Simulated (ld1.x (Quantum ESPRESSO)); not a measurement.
**Varying the ultrasoft potential for Mg (Z = 12)**

Base potential:

```
Element                 : magnesium
Generator               : ld1.x (Quantum ESPRESSO) 7.5
Type                    : ultrasoft
Functional              : PBE
Relativity              : scalar-relativistic
Frozen core             : [He] 2s2
Valence charge          : 8
Reference configuration : 2p6 3s1 3p1
Partial waves           : 3s (bound): rcut 2.05, rcutus 2.75 bohr; 3s channel at 0.05 Ry: rcut 2.05, rcutus 2.75 bohr; 2p (bound): rcut 1.05, rcutus 1.15 bohr; 3p (bound): rcut 1.05, rcutus 1.15 bohr
Local potential         : all-electron potential smoothed inside 0.95 bohr (lloc = -1)
Core correction         : a·sin(br)/r model core, default radius (core density twice the valence density)
Augmentation charge     : built from norm-conserving waves at rcut, not smoothed further
```

All-electron outer shells of the reference configuration (PBE, scalar-relativistic, ld1.x):

```csv
shell,level (eV),outermost node (bohr),outermost maximum (bohr)
1s,-1261.77,–,0.09
2s,-81.92,0.18,0.54
2p,-48.68,–,0.48
3s,-5.67,0.90,2.50
3p,-2.07,0.95,3.33
```

Cutoffs, loose and tight: the cutoffs (Ry, on a coarse ladder) from which the occupation-weighted sum of valence levels, in a spherical-Bessel basis at the reference potential, stays within 10 and 1 mRy of its value at 400 Ry. They do not see the model core or the augmentation charge, which bear on the density cutoff. Test errors are all-electron minus pseudo excitation energies from the reference, over the configurations 2p6 3s2 3p0; 2p6 3s1 3p0; 2p6 3s0 3p0; 2p5 3s2 3p0; 2p6 3s1.5 3p0; 2p6 3s0 3p2; 2p6 3s0 3p1. A dash means not determined; rows that change the core or the reference have their own tests. The largest error is taken over the tests solved by every variant that gives reliable tests at all: 2p6 3s0 3p0; 2p6 3s1 3p0; 2p6 3s2 3p0.

A true bound ghost makes a file unfit for plane-wave use even where its test errors are small: the radial tests pick states by their node count and pass the ghost by. Where a test does run into it, the solver fails or the error is huge.

Cutoffs are not given where the Bessel-basis levels miss the radial ones by over 6 mRy, ghosts where they miss by over 20 mRy; a channel whose overlap is not positive is not tested.

A file whose overlap is not positive is unfit for use, and its test errors describe a broken file.

| change | outcome | cutoff, loose | cutoff, tight | bound ghosts | largest test error (meV) |
| --- | --- | --- | --- | --- | --- |
| base | generated, misses its reference levels by 0.70 eV | – | – | not determined | +457 |
| functional LDA (PZ) | generated, misses its reference levels by 0.73 eV | – | – | not determined | +475 |
| core [He], valence charge 10; reference 2s2 2p6 3s1 3p0; waves now 2s (bound): rcut 1.20, rcutus 1.50 bohr; 3s (bound): rcut 1.20, rcutus 1.50 bohr; 2p (bound): rcut 1.00, rcutus 1.20 bohr; 3p (bound): rcut 1.00, rcutus 1.20 bohr; local potential all-electron potential smoothed inside 1.30 bohr (lloc = -1); core correction none | failed: chargeps: negative rho | – | – | – | – |
| wave 3s channel at 0.05 Ry: rcut 2.05, rcutus 2.75 bohr becomes 3s channel at 1.19 Ry: rcut 2.05, rcutus 2.75 bohr | generated, misses its reference levels by 0.69 eV | – | – | not determined | test run stopped at test 1 of 7 (negative rho) |
| local potential all-electron potential smoothed inside 1.10 bohr (lloc = -1) | generated, misses its reference levels by 0.68 eV | – | – | not determined | +458 |
| all radii but the core radius scaled by about 1.27 (s 3.48, p 1.46 bohr, rcut 2.60/1.34); local potential all-electron potential smoothed inside 1.20 bohr (lloc = -1) | generated, overlap not positive | – | – | not determined (overlap not positive) | +598 |

(1) What comes out with this change to the base: reference 2p6 3s0.5 3p0?

(2) What comes out with this change to the base: augmentation PSQ, radius 0.90 bohr?

Answers

(1) outcome: generated; bound ghosts: s; largest test error (meV): test run stopped at test 1 of 7 (negative rho).

(2) outcome: generated; cutoff, loose: 70 Ry; cutoff, tight: 110 Ry; bound ghosts: s; largest test error (meV): -3.1.
